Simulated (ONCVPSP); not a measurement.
# Pseudopotential generation for fluorine: ONCV, PBEsol, scalar-relativistic.

The input file (ONCVPSP 4.0.1):

```
# ATOM AND REFERENCE CONFIGURATION
# atsym  z   nc   nv     iexc    psfile
  F 9.00    1    2  -116133      upf
#
#   n    l    f
    1    0    2.00
    2    0    2.00
    2    1    5.00
#
# PSEUDOPOTENTIAL AND OPTIMIZATION
# lmax
    2
#
#   l,   rc,      ep,       ncon, nbas, qcut
    0    0.60    0.00    3    6   11.90
    1    1.20    0.00    4    8   11.80
    2    1.20    0.27    4    8    6.90
#
# LOCAL POTENTIAL
# lloc, lpopt,  rc(5),   dvloc0
    0    5    0.60    0.00
#
# VANDERBILT-KLEINMAN-BYLANDER PROJECTORs
# l, nproj, debl
    0    0    2.70
    1    2    2.40
    2    2    2.60
#
# MODEL CORE CHARGE
# icmod, fcfact, rcfact
    2    0.30    0.80
#
# LOG DERIVATIVE ANALYSIS
# epsh1, epsh2, depsh
   -3.00    5.00    0.02
#
# OUTPUT GRID
# rlmax, drl
    6.00    0.01
#
# TEST CONFIGURATIONS
# ncnf
    4
# nvcnf
#   n    l    f
    2
    2    0    2.00
    2    1    4.00
#
    2
    2    0    2.00
    2    1    3.00
#
    2
    2    0    2.00
    2    1    2.00
#
    2
    2    0    1.00
    2    1    5.00
#
```

Command:

```bash
oncvpsp.x < F.dat > F.out
```

Output (shortened: citation, most of the input echo, consistency checks and plot data are left out):

```
ONCVPSP  (Optimized Norm-Conservinng Vanderbilt PSeudopotential)
scalar-relativistic version 4.0.1

#   n    l    f        energy (Ha)
    1    0    2.00    -2.4297297E+01
    2    0    2.00    -1.0922101E+00
    2    1    5.00    -4.0614829E-01

Reference configufation results
  iterations    20
  all-electron total energy (Ha)   -9.94479506D+01

Begin loop to  construct optimized pseudo wave functions
and semi-local pseudopoentials for all angular momenta

Calculating optimized projector #   1

 for l=   0

    Fraction of norm inside rc  0.173995
    Optimizing pswf for qcut=  11.88 a_B^-1,  ecut=  70.53 Ha
    Residual kinetic energy error=  9.79D-05 Ha

    Energy error per electron        Cutoff
         Ha          eV             Ha
         0.01000     0.27211       40.76
         0.00100     0.02721       56.76
         0.00010     0.00272       70.53
         0.00001     0.00027      180.90

   Wellstate for l =  1  n =  4
     eigenvalue =   1.9939
     asymptotic potential =   2.4939
     half-point radius =  3.4228

Calculating optimized projector #   1

 for l=   1

    Fraction of norm inside rc  0.654251
    Optimizing pswf for qcut=  11.80 a_B^-1,  ecut=  69.60 Ha
    Residual kinetic energy error=  6.53D-07 Ha

    Energy error per electron        Cutoff
         Ha          eV             Ha
         0.01000     0.27211       36.59
         0.00100     0.02721       47.20
         0.00010     0.00272       55.65
         0.00001     0.00027       62.17

Calculating optimized projector #   2

 for l=   1

    Fraction of norm inside rc  0.073661
    Optimizing pswf for qcut=  11.80 a_B^-1,  ecut=  69.60 Ha
    Residual kinetic energy error=  1.64D-06 Ha

    Energy error per electron        Cutoff
         Ha          eV             Ha
         0.01000     0.27211       34.00
         0.00100     0.02721       46.48
         0.00010     0.00272       56.31
         0.00001     0.00027       63.95

   Wellstate for l =  2  n =  3
     eigenvalue =   0.2700
     asymptotic potential =   0.7700
     half-point radius =  8.7612

   Wellstate for l =  2  n =  4
     eigenvalue =   2.8700
     asymptotic potential =   3.3700
     half-point radius =  2.7749

Calculating optimized projector #   1

 for l=   2

    Fraction of norm inside rc  0.001085
    Optimizing pswf for qcut=   6.91 a_B^-1,  ecut=  23.84 Ha
    Residual kinetic energy error=  2.40D-06 Ha

    Energy error per electron        Cutoff
         Ha          eV             Ha
         0.01000     0.27211        0.79
         0.00100     0.02721        2.76
         0.00010     0.00272        9.24
         0.00001     0.00027       18.19

Calculating optimized projector #   2

 for l=   2

    Fraction of norm inside rc  0.140174
    Optimizing pswf for qcut=   6.91 a_B^-1,  ecut=  23.84 Ha
    Residual kinetic energy error=  1.48D-03 Ha

    Energy error per electron        Cutoff
         Ha          eV             Ha
         0.01000     0.27211       16.20
         0.00100     0.02721       25.14
         0.00010     0.00272       46.62
         0.00001     0.00027       99.80

Construct Vanderbilt / Kleinmman-Bylander projectors

B matrix Hermiticity error, ll=   1
   1   2   -1.2394E-04

  Orthonormal projector coefficients -1.5072E+01 -1.3265E+00

B matrix Hermiticity error, ll=   2
   1   2    5.0448E-06

  Orthonormal projector coefficients -8.4810E+00 -2.3285E+00

Model core correction analysis
  based on d2Exc/dn_idn_j

d2excae - all-electron derivatives

   -5.397148D-02   -4.678444D-02
   -4.678586D-02   -4.581558D-02

d2excps - pseudofunction derivatives with no core correction

   -5.311876D-02   -4.911002D-02
   -4.911069D-02   -4.735676D-02

rms 2nd derivative error    1.865171E-03

amplitude prefactor, scale prefactor
    5.9698    1.3228

d2excps - pseudofunction derivatives with core correction

   -5.284574D-02   -4.856885D-02
   -4.856971D-02   -4.657585D-02

rms 2nd derivative error    1.432786E-03

Pseudoatom total energy  -23.950196

Diagnostic tests using Vanderbilt-Kleinman-Bylander pseudopotentials
  1 or more projectors used as specified by nproj input data

   l    rcore       rmatch      e in        delta e   norm test  slope test

   0   0.6031116   0.6214234  -1.0922101  -0.0000341   0.9999995   1.0000109

   1   1.2071562   1.2438081  -0.4061483  -0.0000061   1.0000491   1.0000634
   1   1.2071562   1.2438081   1.9938517   0.0000104   1.0001629   1.0001629

   2   1.2071562   1.2438081   0.2700000   0.0000153   1.0000482   1.0000482
   2   1.2071562   1.2438081   2.8700000   0.0000496   1.0001192   1.0001192

 Testing for bound ghosts
   n   l    E NL Schr. Eq   E Basis Diag.   E Cutoff

   2   1       -0.406154       -0.397239    207.23

 Testing for highly-localized positive-energy ghosts
       l    <radius>/rc     E Basis Diag.   E Cutoff

Test configuration 0

   n   l     f        eae           eps        diff
   1   0  2.0000  -24.29729709
   2   0  2.0000   -1.09221012   -1.09224422   -3.41D-05
   2   1  5.0000   -0.40614829   -0.40615444   -6.14D-06

    Total energies and differences
      AE_ref= -9.94479506D+01  AE_tst= -9.94479506D+01  dif=  0.00D+00
      PS_ref= -2.39501956D+01  PS_tst= -2.39501956D+01  dif=  0.00D+00
      PSP excitation error=  0.00D+00

Test configuration 1

   n   l     f        eae           eps        diff
   1   0  2.0000  -25.05871057
   2   0  2.0000   -1.73391728   -1.73405613   -1.39D-04
   2   1  4.0000   -1.03707069   -1.03578509    1.29D-03

    Total energies and differences
      AE_ref= -9.94479506D+01  AE_tst= -9.87380723D+01  dif=  7.10D-01
      PS_ref= -2.39501956D+01  PS_tst= -2.32407261D+01  dif=  7.09D-01
      PSP excitation error=  4.09D-04

Test configuration 2

   n   l     f        eae           eps        diff
   1   0  2.0000  -26.01773783
   2   0  2.0000   -2.48991970   -2.48864304    1.28D-03
   2   1  3.0000   -1.79621314   -1.79014664    6.07D-03

    Total energies and differences
      AE_ref= -9.94479506D+01  AE_tst= -9.73313756D+01  dif=  2.12D+00
      PS_ref= -2.39501956D+01  PS_tst= -2.18372335D+01  dif=  2.11D+00
      PSP excitation error=  3.61D-03

Test configuration 3

   n   l     f        eae           eps        diff
   1   0  2.0000  -27.15917811
   2   0  2.0000   -3.34176194   -3.33562738    6.13D-03
   2   1  2.0000   -2.66750771   -2.65006016    1.74D-02

    Total energies and differences
      AE_ref= -9.94479506D+01  AE_tst= -9.51084546D+01  dif=  4.34D+00
      PS_ref= -2.39501956D+01  PS_tst= -1.96252793D+01  dif=  4.32D+00
      PSP excitation error=  1.46D-02

Test configuration 4

   n   l     f        eae           eps        diff
   1   0  2.0000  -25.05902907
   2   0  1.0000   -1.74046665   -1.74117342   -7.07D-04
   2   1  5.0000   -1.04174687   -1.04241789   -6.71D-04

    Total energies and differences
      AE_ref= -9.94479506D+01  AE_tst= -9.80402853D+01  dif=  1.41D+00
      PS_ref= -2.39501956D+01  PS_tst= -2.25422104D+01  dif=  1.41D+00
      PSP excitation error= -3.20D-04
```

The run took about 3.3 s on one core of a shared server CPU.
